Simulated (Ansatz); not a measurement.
Ansatz (a first-principles code) input (CCSD(T)/aug-cc-pVDZ):

Ansatz 0.2 input:
```yaml
crystal:
  periodic: [false, false, false]
  atoms:
    - {symbol: Ga, position_ang: [1.06284164, -0.19159123, -0.35720940]}
    - {symbol: Br, position_ang: [-0.61806743, 1.64249970, -1.11577861]}
    - {symbol: Br, position_ang: [-0.32330659, -1.47280461, 1.43216408]}
basis:
  gaussian:
    orbitals: aug-cc-pVDZ
total_charge: -1
magnetization: {spin_polarized: false}
correlation: {method: ccsd_t, electrons: outside_noble_gas}
```

End of the output:

```
integrals: 0.19 GiB planned
1196 factors; integrals over basis functions are off by at most 4.9e-4 eV
mean field: 0.87 GiB planned
mean field evaluation 1: about -192334.7781 eV, gradient 7.9e0 eV
mean field evaluation 2: about -192334.7904 eV, gradient 7.9e0 eV
mean field evaluation 4: about -192335.1256 eV, gradient 8.9e-1 eV
mean field evaluation 8: about -192335.1359 eV, gradient 2.3e-3 eV
mean field evaluation 16: about -192335.1189 eV, gradient 2.9e-1 eV
mean field evaluation 32: about -192321.6356 eV, gradient 1.4e1 eV
mean field -192335.13589521 eV, -7068.1858747116 hartree, gradient 1.3e-6 eV, S^2 0.000000; 1 other end points of the search recorded, 0 dependent functions left out
42 core orbitals not correlated
reference -192335.13589521 eV, -7068.1858747116 hartree; 9, 9 occupied and 57, 57 virtual orbitals, 1196 factors
second order -8.27215124 eV of doubles, -0.00000000 eV of singles
coupled cluster: 0.23 GiB planned
cycle   1  -8.83167747 eV  change   -5.6e-1 eV  update   7.9e-2
cycle   2  -9.03533081 eV  change   -2.0e-1 eV  update   2.6e-2
cycle   3  -9.07572412 eV  change   -4.0e-2 eV  update   1.2e-2
cycle   4  -9.07300683 eV  change    2.7e-3 eV  update   3.2e-3
cycle   5  -9.07178109 eV  change    1.2e-3 eV  update   1.1e-3
cycle   6  -9.07183544 eV  change   -5.4e-5 eV  update   4.0e-4
cycle   7  -9.07188682 eV  change   -5.1e-5 eV  update   1.5e-4
cycle   8  -9.07190450 eV  change   -1.8e-5 eV  update   5.9e-5
cycle   9  -9.07190551 eV  change   -1.0e-6 eV  update   1.9e-5
perturbative correction -0.27393423 eV, -0.0100668972 hartree
Total energy: -192344.48173496 eV, -7068.5293279873 hartree
```
